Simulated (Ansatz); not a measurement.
Ideal-gas functions of `[NH2][Ta]([NH2])(=[O])[Cl]` at 600 K and 1 bar, from an Ansatz frequency run at PBE0-D4/def2-TZVP.

Molar mass 264.45 g/mol, point group Cs (symmetry number 1), electronic degeneracy 1, moments of inertia 161.573, 275.474, 299.767 u Å². Harmonic wavenumbers (cm⁻¹, unscaled): 139, 142, 186, 202, 217, 299, 371, 419, 486, 514, 578, 607, 679, 692, 1016, 1548, 1551, 3574, 3577, 3672, 3672.

Use S(trans) = R[1.5 ln M + 2.5 ln T − 1.1517]; rotational temperatures θ = 24.2544 K / I; S(rot) = R[ln(√π/σ · √(T³/θAθBθC)) + 1.5]; for each mode x = 1.438777 ν̃/T, S = R[x/(eˣ − 1) − ln(1 − e⁻ˣ)] and H = RT x/(eˣ − 1); 1 cm⁻¹ = 0.0119627 kJ/mol; R = 8.31446 J/(mol·K).

**Question.** By hand: the entropy, in J/(mol·K).

**Answer.** Translation 193.0. Rotation: θ = 0.1501, 0.088, 0.0809 K, giving 125.5. Vibration, mode by mode: 17.49, 17.31, 15.10, 14.42, 13.84, 11.26, 9.56, 8.62, 7.50, 7.08, 6.24, 5.89, 5.12, 5.00, 2.70, 0.98, 0.97, 0.02, 0.01, 0.01, 0.01, in all 149.1. Electronic 0.0. Sum 467.6 J/(mol·K).

**Question.** By hand: H − E and G − E in kJ/mol, counted from the electronic energy.

**Answer.** Zero-point energy ½ × 24141 × 0.0119627 = 144.4; thermal vibration 45.2; translation, rotation and pV give 4 RT = 20.0. H − E = 209.6 kJ/mol, and G − E = 209.6 − 600 × 467.6/1000 = -71.0 kJ/mol.

Vibration gives 32 % of the entropy, 34.8 J/(mol·K) of it from the modes under 150 cm⁻¹: soft modes count most, and the harmonic formula is weakest for them. The sum counts one conformer and one mirror image; others add a mixing term.
